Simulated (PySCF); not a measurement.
## Dipole moment and polarisability of `FC(F)=C(F)[C@@H]1CC[C@H](Cl)C1`

C₇H₈ClF₃.
Atom-mapped SMILES: `[F:1][C:2]([F:3])=[C:4]([F:5])[C@@H:6]1[CH2:7][CH2:8][C@H:9]([Cl:10])[CH2:11]1` (hydrogens: H12 on C6; H13, H14 on C7; H15, H16 on C8; H17 on C9; H18, H19 on C11)

Geometry (PBE0-D3(BJ)/def2-SVP, Å), atoms numbered from 1 in this order:
```
atom  x, y, z in Å
F1     2.588    0.508   -2.412
C2     2.694    0.682   -1.114
F3     3.893    1.075   -0.769
C4     1.689    0.480   -0.264
F5     1.910    0.696    1.039
C6     0.317    0.036   -0.614
C7    -0.781    1.055   -0.175
C8    -1.767    0.266    0.693
C9    -1.568   -1.174    0.245
Cl10  -2.238   -2.369    1.392
C11   -0.063   -1.287    0.080
H12    0.284   -0.097   -1.704
H13   -0.348    1.902    0.375
H14   -1.274    1.473   -1.065
H15   -2.809    0.603    0.601
H16   -1.488    0.333    1.757
H17   -2.078   -1.358   -0.713
H18    0.394   -1.332    1.081
H19    0.255   -2.177   -0.480
```

Level: wB97X-D/def2-SVPD (PySCF), static field, nuclei fixed, core orbitals frozen in the response. The polarisability tensor in these axes (au):

```
x   109.86  12.34 -15.98
y    12.34  91.49  -8.41
z   -15.98  -8.41  89.78
```

**Question.** What are the eigenvalues, a third of the trace, and Δα (Δα² = ½Σ(αi − αj)² over the three pairs)?

**Answer.** Principal values 80.57, 85.31 and 125.25 au; mean 97.04 au = 14.38 Å³ = 16.00 × 10⁻⁴⁰ C²·m²/J; Δα = 42.51 au (44 % of the mean).

**Question.** What is the dipole moment, and where does it point?

**Answer.** (-0.89, 1.05, -1.65) D, 2.15 D in size, pointing from the negative to the positive side. Measured along this direction, the outermost atoms are H18 at the negative end and H14 at the positive end.

**Question.** What are the principal values of the traceless quadrupole moment, Θ = ½Σq(3rr − r²1), about the centre of nuclear charge?

**Answer.** -14.64, 5.07, 9.57 D·Å. The values depend on the origin, since the dipole doesn't vanish. The electronic extent ⟨r²⟩ about the same centre is 2641 bohr², a root-mean-square distance of 2.81 Å for the 94 electrons.

**Question.** What would n − 1 = 2πNα be for an ideal gas of these molecules at 350 K and 1 atm, electronic part alone?

**Answer.** N = p/kT = 2.0968 × 10¹⁹ cm⁻³, so n − 1 = 2π × N × 14.38 × 10⁻²⁴ cm³ = 1895 × 10⁻⁶ at long wavelengths, for an ideal gas.

**Question.** How large is μ²/3kT at 350 K beside α?

**Answer.** In Gaussian units μ²/3kT = 31.85 Å³ against 14.38 Å³, a ratio of 2.21; the Debye molar polarisation (4π/3)N_A(α + μ²/3kT) is 116.6 cm³/mol, leaving out the vibrational part.

**Question.** Rayleigh depolarisation ratio (linearly polarised light, static tensor)?

**Answer.** ρ = 3Δα²/(45ᾱ² + 4Δα²) = 5420.2/(423770 + 7226.9) = 0.0126.

One conformer (not necessarily the lowest) at the PBE0-D3(BJ)/def2-SVP geometry, without solvent, vibrations or thermal averaging.
